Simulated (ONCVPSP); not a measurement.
**Reading a pseudo-wave (cadmium (Cd))**

Columns: radius, all-electron u(r) and pseudo u(r) of the 4d shell (level -25.35 eV) of cadmium in the configuration [Ar] 3d10 4s2 4p6 4d10 5s0.5; PBE, scalar-relativistic, ONCV scheme, ONCVPSP 4.0.1.

```csv
r (bohr),all-electron,pseudo
0.080,-0.1667,0.0030
0.160,-0.4306,0.0230
0.240,-0.4729,0.0726
0.320,-0.3116,0.1575
0.400,-0.0538,0.2744
0.480,0.2186,0.4130
0.560,0.4603,0.5587
0.640,0.6527,0.6955
0.720,0.7924,0.8103
0.800,0.8836,0.8947
0.880,0.9343,0.9458
0.960,0.9532,0.9659
1.040,0.9484,0.9604
1.120,0.9269,0.9362
1.200,0.8938,0.8998
1.280,0.8535,0.8564
1.360,0.8087,0.8098
1.440,0.7618,0.7620
1.520,0.7143,0.7142
1.600,0.6673,0.6672
1.680,0.6215,0.6214
1.760,0.5774,0.5773
1.840,0.5354,0.5353
1.920,0.4955,0.4955
2.000,0.4580,0.4579
2.080,0.4228,0.4227
```

(1) How many radial nodes do the two functions have?

(2) At about which radius was the pseudo-wave matched?

(3) Is the pseudo-wave norm-conserving?

Results:

(1) The all-electron 4d function has n − l − 1 = 1; the pseudo-wave has 0, since the states of the same l below it are removed with the core.

(2) 1.55 bohr. The columns agree to 0.0005 from 1.44 bohr on; several derivatives are matched, so the curves merge somewhat inside the radius.

(3) Yes: the ONCV scheme keeps the norm inside the radius equal to the all-electron one, which fixes the energy derivative of the logarithmic derivative at the level.
